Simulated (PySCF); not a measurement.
CBrCl2F.

```xyz
5

F     -0.6116    -1.6097     0.0000
C     -0.4685    -0.2919     0.0000
Cl    -1.2302     0.3639     1.4487
Cl    -1.2302     0.3639    -1.4487
Br     1.4326     0.1105     0.0000
```
Charge 0, spin multiplicity 1.

Geometry optimised at PBE0-D3(BJ)/def2-SVP.

Method: KT2/pcSseg-1 (PySCF). Non-relativistic, no solvent.

Computed absolute GIAO shielding of each atom: isotropic value and principal components (ppm):
```
atom  σ(iso)    σ11    σ22     σ33    span
----  ------  -----  -----  ------  ------
F1     129.8  109.7  116.7   163.0    53.3
C2      37.2   31.2   38.3    42.2    11.0
Cl3    330.8   -3.7   89.6   906.5   910.2
Cl4    330.8   -3.7   89.6   906.5   910.2
Br5   1065.7   99.8  313.2  2784.1  2684.4
```
